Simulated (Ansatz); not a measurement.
H2B2O, SMILES `BB=O` (charge 0, multiplicity 1).

Level of theory: LDA/cc-pVTZ // B3LYP-D3(BJ)/def2-TZVP in Ansatz (a program for electronic structure).

Ansatz 0.2 input:
```yaml
crystal:
  periodic: [false, false, false]
  atoms:
    - { symbol: B, position_ang: [-0.6277, 0.00739, 0.396948] }
    - { symbol: B, position_ang: [0.939267, -0.011062, -0.173361] }
    - { symbol: O, position_ang: [2.070708, -0.024383, -0.585456] }
    - { symbol: H, position_ang: [-1.210044, -1.009782, 0.583073] }
    - { symbol: H, position_ang: [-1.17223, 1.037837, 0.620711] }
basis:
  gaussian: { orbitals: cc-pVTZ }
hamiltonian:
  xc: lda
```

Output:

```
Functional definition: SPW92
711 factors; their error is unknown
mean field evaluation 1: about -3396.5207 eV, gradient 5.9e1 eV
mean field evaluation 2: about -3340.5100 eV, gradient 1.6e2 eV
mean field evaluation 4: about -3402.7676 eV, gradient 6.2e0 eV
mean field evaluation 8: about -3402.8834 eV, gradient 1.2e-1 eV
mean field evaluation 16: about -3402.8630 eV, gradient 3.5e-5 eV
mean field -3402.86299755 eV, -125.0529086167 hartree, gradient 3.5e-5 eV, S^2 0.000000; 0 other end points of the search recorded, 0 dependent functions left out
reference -3402.86303093 eV, -125.0529098432 hartree; 10, 10 occupied and 108, 108 virtual orbitals, 711 factors
Total energy: -3402.86303093 eV, -125.0529098432 hartree
```
